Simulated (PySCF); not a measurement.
C5H9BO2.
Structure used (PBE0-D3(BJ)/def2-SVP), in Å, numbered top down from 1:
```xyz
17
C5H9BO2 angstrom
C     -2.921   -0.160    0.293
C     -1.637   -0.462    0.497
C     -0.541    0.540    0.677
C      0.457    0.542   -0.476
C      1.307   -0.746   -0.597
O      2.646   -0.339   -0.366
B      2.653    1.011   -0.203
O      1.418    1.576   -0.279
H     -3.263    0.880    0.263
H     -3.677   -0.937    0.159
H     -1.347   -1.520    0.525
H      0.020    0.335    1.607
H     -0.959    1.554    0.769
H     -0.084    0.751   -1.413
H      1.233   -1.208   -1.595
H      1.025   -1.507    0.149
H      3.654    1.644   -0.008
```

Computed with PySCF at PBE0/pcSseg-1 and B3LYP/def2-SVPD, non-relativistic, on one gas-phase PBE0-D3(BJ)/def2-SVP geometry that isn't relaxed in the solvent. The solvent is an IEF-PCM continuum (van der Waals radii × 1.2). Specific hydrogen bonds and non-electrostatic terms are outside this model.

Gas phase at PBE0/pcSseg-1: HOMO -7.71 eV, LUMO -0.07 eV, dipole 2.34 D.

What does the continuum do to the energy, the frontier levels and the dipole at PBE0/pcSseg-1 in benzene and chloroform?

```csv
solvent,ε,E(solvent) − E(gas) (kJ/mol),polarisation term (kJ/mol),distortion of the solute (kJ/mol),HOMO (eV),LUMO (eV),dipole (D)
benzene,2.271,-9.34,-9.81,0.47,-7.61,0.05,2.59
chloroform,4.711,-14.96,-16.18,1.22,-7.56,0.11,2.72
```

The polarisation term is half the interaction of the solute with the surface charges that it induces; the rest is the cost of distorting the solute's density. The sum is the electrostatic part of solvation alone. From benzene to chloroform the lowering changes by a factor 1.60, Onsager's factor (ε − 1)/(2ε + 1) by 1.55 and ε itself by 2.1.

Which radius a makes the point-dipole formula ΔE = −[(ε − 1)/(2ε + 1)]·μ²/a³ give the value in chloroform, with the gas-phase dipole?

μ = 0.922 au and |ΔE| = 0.00570 Eh give a = 1.99 Å; the farthest nucleus lies 3.96 Å from the centroid of the nuclei, so such a sphere wouldn't even hold the nuclei. The formula assumes a rigid point dipole at the centre of a sphere.

Give the dipole vector in the frame of the coordinates (D, pointing from negative to positive charge), gas and chloroform.

Gas (-2.04, -1.12, -0.28), solvent (-2.32, -1.39, -0.34). Its length changes by +16 % and its direction by 2°.

Which Hirshfeld charges (PBE0/pcSseg-1) respond most in benzene (means over atoms taken as equivalent)?

| atoms | environment | gas (e) | solvent (e) | change |
| --- | --- | --- | --- | --- |
| O6 | boron-bound oxygen | -0.188 | -0.194 | -0.006 |
| O8 | boron-bound oxygen | -0.181 | -0.187 | -0.006 |
| H15 | methylene hydrogen | +0.048 | +0.052 | +0.004 |
| H16 | methylene hydrogen | +0.045 | +0.049 | +0.004 |
| C1 | terminal =CH2 carbon | -0.099 | -0.102 | -0.003 |
| H11 | vinylic hydrogen | +0.043 | +0.045 | +0.002 |
| B7 | three-coordinate boron | +0.208 | +0.205 | -0.003 |
| H14 | methine hydrogen | +0.040 | +0.043 | +0.003 |

How do the nuclear quadrupole coupling constants eQVzz/h respond in benzene?

```tsv
nucleus	Q (barn)	gas (MHz)	solvent (MHz)	η gas	η solvent
17O at O6	-0.0256	-9.42	-9.27	0.15	0.16
11B at B7	0.04059	3.34	3.34	0.48	0.46
17O at O8	-0.0256	-9.16	-9.04	0.14	0.14
```

Gas phase at B3LYP/def2-SVPD: HOMO -7.51 eV, LUMO -0.40 eV, dipole 2.24 D.

What does the continuum do to the energy, the frontier levels and the dipole at B3LYP/def2-SVPD in benzene?

```tsv
solvent	ε	E(solvent) − E(gas) (kJ/mol)	polarisation term (kJ/mol)	distortion of the solute (kJ/mol)	HOMO (eV)	LUMO (eV)	dipole (D)
benzene	2.271	-8.70	-9.24	0.54	-7.39	-0.26	2.50
```

How does the static polarisability (B3LYP/def2-SVPD, frozen core, with the continuum's full static response) change?

```json
{"medium": "gas", "isotropic (au)": "79.2", "principal values (au)": "61.8, 72.6, 103.3", "⟨r²⟩ of the electrons (bohr²)": "1131.3"}
{"medium": "benzene", "isotropic (au)": "89.3", "principal values (au)": "70.0, 83.0, 115.0", "⟨r²⟩ of the electrons (bohr²)": "1131.6"}
```

The isotropic value in benzene is 1.13 times the gas-phase one; no cavity-field correction is applied. ⟨r²⟩ is taken about the centre of nuclear charge.
